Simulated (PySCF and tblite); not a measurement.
Results of a calculation; reference values are marked as such.
C5H6N2S, numbered as in [CH3:1]/[CH:2]=[CH:3]/[c:4]1[cH:5][n:6][s:7][n:8]1.

First level. The ensemble was built from 60 distance-geometry starts (ETKDG, MMFF94s, GFN2-xTB) and rests on GFN2-xTB geometries. Energies: PBE0-D3(BJ)/def2-SVP (IEF-PCM, dichloromethane), with GFN2-xTB thermal terms (modes under about 100 cm⁻¹ blended into free rotors). Symmetry numbers and mirror images are counted. Conformers within 3 kcal/mol (GFN2-xTB free energy) were kept, 10 at most. GIAO shieldings: WP04/pcSseg-1 (IEF-PCM, dichloromethane). Shifts are against TMS (¹H), TMS (¹³C) at the same level. Programs: PySCF with density fitting and tblite.

It gives, at 298.15 K, with 2 conformers (largest weight 54 %): ¹H: 8.54 (H5, 1H), 7.20 (H2, 1H), 6.80 (H3, 1H), 2.20 (H1, 3H) ppm. ¹³C: 167.7 (C4), 155.6 (C5), 148.2 (C2), 127.7 (C3), 24.1 (C1) ppm.

Second level: GFN2-xTB geometries, energies PBE0-D3(BJ)/6-311G**, shieldings X3LYP/pcSseg-1, on up to 4 of the same conformers.

Task: How do the averaged shifts change?

Result: 
```json
{"signal": "H1", "first": "2.20", "second": "2.18", "change (ppm)": "-0.02"}
{"signal": "H2", "first": "7.20", "second": "7.40", "change (ppm)": "0.20"}
{"signal": "H3", "first": "6.80", "second": "6.90", "change (ppm)": "0.10"}
{"signal": "H5", "first": "8.54", "second": "8.39", "change (ppm)": "-0.16"}
{"signal": "C1", "first": "24.1", "second": "23.3", "change (ppm)": "-0.9"}
{"signal": "C2", "first": "148.2", "second": "145.1", "change (ppm)": "-3.2"}
{"signal": "C3", "first": "127.7", "second": "129.2", "change (ppm)": "1.5"}
{"signal": "C4", "first": "167.7", "second": "164.9", "change (ppm)": "-2.8"}
{"signal": "C5", "first": "155.6", "second": "151.7", "change (ppm)": "-4.0"}
```

The largest weight becomes 61 %.

Shifts are unscaled: against experiment ¹³C can be off by 15 ppm or more and ¹H by 0.8 ppm.


Conformer gaps in def2-SVP on xTB geometries can be 2 kcal/mol too large for S=O, P=O and other polar bonds.